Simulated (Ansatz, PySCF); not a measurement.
fluoro(fluorosilyloxy)silane (F2H4OSi2), SMILES F[SiH2]O[SiH2]F. Atoms are numbered in the order given.

```xyz
9

Si    -1.4498    -0.4120    -0.4614
F     -1.6393     0.9173    -1.3659
O     -0.1243    -0.2126     0.4940
Si     1.4205     0.3417     0.6197
F      2.2124    -0.0219    -0.7448
H     -1.2542    -1.5594    -1.3798
H     -2.6364    -0.5519     0.4142
H      2.0780    -0.3670     1.7420
H      1.4275     1.8170     0.7667
```

The structure is a stationary point at PBE0-D3(BJ)/def2-SVP. The values are those of a single conformer.

Two levels are set side by side: PBE-D3(BJ)/def2-SVP (Ansatz, a first-principles code) and PBE0-D3(BJ)/def2-SVP (Ansatz). Each level has its own optimised geometry; the coordinates shown are those of the second. Frequencies come from the Hessian of PySCF at each geometry. Differences are taken from unrounded values.

```tsv
quantity	PBE0-D3(BJ)	PBE-D3(BJ)	PBE-D3(BJ) minus PBE0-D3(BJ)
mean bond length (Å)	1.557	1.572	0.014
bond Si1–F2 (Å)	1.619	1.634	0.015
bond Si1–O3 (Å)	1.646	1.664	0.018
bond O3–Si4 (Å)	1.646	1.664	0.018
bond Si4–F5 (Å)	1.619	1.634	0.015
bond Si1–H6 (Å)	1.483	1.495	0.012
bond Si1–H7 (Å)	1.481	1.493	0.012
bond Si4–H8 (Å)	1.481	1.493	0.012
bond Si4–H9 (Å)	1.483	1.495	0.012
highest harmonic wavenumber (cm⁻¹)	2306	2228	-78
mean harmonic wavenumber (cm⁻¹)	965	930	-35
zero-point energy (kcal/mol)	28.97	27.92	-1.05
```

Exact exchange shortens and stiffens bonds; PBE has none. Differences between two approximate levels are no errors against the true value.
